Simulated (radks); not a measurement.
Spherical jellium clusters: N electrons in a uniform positive sphere of charge N and radius rs N^(1/3), rs = 3.58 bohr. Calculated with a radial shooting solver with Libxc functionals: non-relativistic Kohn-Sham, LDA (Slater exchange, Perdew-Wang correlation), spin-polarised, spherical densities. Levels are named by radial order and angular momentum (1s, 1p, 1d, 2s, ...), and open shells are averaged over m.

N = 23, configuration 1s2 1p6 1d10 2s2 1f(up 3, down 0). This is the lowest configuration that the search found. Occupied and some empty levels:

level    occupation  eigenvalue (eV)  <r> (bohr)
1s up             1          -5.9318       6.387
1s down           1          -5.8027       6.216
1p up             3          -5.0698       7.477
1p down           3          -4.8913       7.396
1d up             5          -3.9563       8.276
1d down           5          -3.7530       8.253
2s up             1          -3.3335       6.830
2s down           1          -3.2299       6.924
1f up             3          -2.6511       9.007
1f down           0          -2.4408       9.034
2p up             0          -1.9133       8.552
2p down           0          -1.8091       8.626
1g up             0          -1.2176       9.828
1g down           0          -1.0174       9.928
2d up             0         -0.68884       11.12
2d down           0         -0.59735       11.37

Energy (eV): total -41.3879, kinetic 48.940, external -1669.4, Hartree 822.60, exchange-correlation -91.894, background 848.33.
